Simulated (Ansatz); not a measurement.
A search over several starts for the lowest SCF solution of the cluster Au₂O at the given spin, in a small basis.

```yaml
crystal:
  periodic: [false, false, false]
  atoms:
    - {symbol: Au, position_ang: [-0.662203, 0.990674, 0.990848]}
    - {symbol: Au, position_ang: [0.252530, -0.448834, -1.461787]}
    - {symbol: O, position_ang: [0.409673, -0.541840, 0.470939]}
basis:
  gaussian: {orbitals: def2-SVP}
magnetization: {spin_polarized: true, initial_magnetization: 0}
hamiltonian: {xc: pbe0, dispersion: d4}
output: {orbitals: {seedname: orbitals}}
```

```sh
$ ansatz run in.yaml --threads 2 --pin off --events-out ev --progress --plain --max-ram 4352MiB
```

It prints (some lines left out):

```
Functional definition: PBE0
  name "PBE0"
  cite "Adamo & Barone, J. Chem. Phys. 110, 6158 (1999) doi:10.1063/1.478522"
  cite "Perdew, Burke & Ernzerhof, Phys. Rev. Lett. 77, 3865 (1996) doi:10.1103/PhysRevLett.77.3865"
  parent pbe
  parameter a = 0.25
  parameter kappa = 0.804
  parameter beta = 0.06672455060314922
  exchange = (1 - a)*pbe_x(kappa = kappa, mu = beta*pi^2/3) + a*exact_x
  correlation = pbe_c(beta = beta)
778 factors; integrals over basis functions are off by at most 6.9e-4 eV
mean field evaluation 1: about -9422.0061 eV, gradient 3.7e1 eV
mean field evaluation 2: about -9320.0680 eV, gradient 1.4e2 eV
mean field evaluation 4: about -9427.1101 eV, gradient 7.9e0 eV
mean field evaluation 8: about -9427.5074 eV, gradient 4.6e-1 eV
mean field evaluation 16: about -9427.5093 eV, gradient 4.8e-4 eV
mean field -9427.50931247 eV, -346.4545770380 hartree, gradient 3.7e-5 eV, S^2 0.000000; 2 other end points of the search recorded, 0 dependent functions left out
reference -9427.50933969 eV, -346.4545780381 hartree; 23, 23 occupied and 55, 55 virtual orbitals, 778 factors
Total energy: -9427.58421525 eV, -346.4573296643 hartree
```

Run time 3.5 s (2 threads of Arm Neoverse V1 on a shared host).

In the def2 sets Au takes a core potential; there is no spin–orbit coupling. The structure comes from a short search, and lower isomers may exist.
